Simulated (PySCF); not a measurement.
B3H6N3, SMILES B1NBNBN1. Geometry: B3LYP-D3(BJ)/def2-SVP.

Level of theory: B3LYP-D3(BJ)/def2-SVP run with PySCF 2.14.0.

Harmonic wavenumbers (cm⁻¹): 294, 294, 415, 531, 531, 716, 716, 726, 867, 932, 932, 944, 945, 945, 952, 1045, 1075, 1075, 1257, 1301, 1393, 1393, 1496, 1496, 2598, 2598, 2608, 3636, 3638, 3638. Rotational constants (GHz): 5.303, 5.303, 2.652; symmetry number 6.

### Question
Work out the zero-point energy and the ideal-gas rigid-rotor harmonic-oscillator thermochemistry at 298.15 K and 1 atm.

### Answer
ZPE = ½ Σ hcν = ½ × 40985 cm⁻¹ = 245.15 kJ/mol. H − E(el) = 261.22 kJ/mol. Entropy in J/(mol K): translation 163.47, rotation 93.34, vibration 29.45, total 286.26. G − E(el) = 175.87 kJ/mol. Cp = 93.48 J/(mol K).
